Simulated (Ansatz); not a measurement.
Name a neutral molecule of C, Ge, P, Si and H with size of the dipole moment (ωB97M-V/def2-TZVPP) between 0.95 and 1.25 D and HOMO energy (PBE/def2-TZVPP) between -6.55 and -6.25 eV (Ansatz, PBE0-D4/def2-TZVP geometry).

`[SiH3][CH2][GeH2][PH2]` (1.05 D, -6.29 eV); `[CH3][GeH2][SiH2]P` (0.97 D, -6.44 eV); `C[SiH2][GeH2][PH2]` (1.22 D, -6.32 eV). Other molecules can fit too; these were computed, each in one conformer that needn't be the lowest.
